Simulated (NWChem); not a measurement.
C₅H₅F; SMILES FC1=CC=CC1

```xyz
11

F      0.0035     2.0416     0.0000
C      0.0685     0.7196     0.0000
C      1.1768    -0.0439     0.0000
C      0.7334    -1.4400     0.0000
C     -0.6157    -1.5029     0.0000
C     -1.1697    -0.1111     0.0000
H      2.2066     0.3112     0.0000
H      1.4127    -2.2943     0.0000
H     -1.2283    -2.4045     0.0000
H     -1.7973     0.1003    -0.8847
H     -1.7973     0.1003     0.8847
```
Atoms are numbered in this order, from 1.

Level: PBE0/def2-SVP (NWChem), optimised geometry, unscaled harmonic frequencies. 

| frequency (cm⁻¹) | IR intensity (km/mol) |
|---|---|
| 265 | 3.1 |
| 389 | 10.1 |
| 410 | 3.5 |
| 509 | 1.9 |
| 626 | 20.1 |
| 689 | 44.8 |
| 806 | 7.3 |
| 873 | 23.9 |
| 907 | 8.2 |
| 927 | 16.9 |
| 966 | 0.4 |
| 972 | 13.4 |
| 1013 | 2.1 |
| 1105 | 0.9 |
| 1114 | 1.2 |
| 1221 | 3.7 |
| 1258 | 9.4 |
| 1368 | 43.0 |
| 1377 | 16.8 |
| 1422 | 60.6 |
| 1628 | 40.8 |
| 1724 | 122.4 |
| 3062 | 1.3 |
| 3109 | 0.5 |
| 3235 | 4.7 |
| 3262 | 4.2 |
| 3268 | 0.4 |

```
Item                                                                                Value
-----------------------------------------------------------------------  ----------------
zero-point energy                                                           53.6 kcal/mol
thermal correction to the enthalpy at 298.15 K (with zero-point energy)     57.2 kcal/mol
heat capacity Cv                                                         18.3 cal/(mol K)
entropy at 298.15 K and 1 atm (symmetry number 1)                        71.2 cal/(mol K)
dipole moment                                                                      1.09 D
```

Rigid rotor and harmonic oscillator.
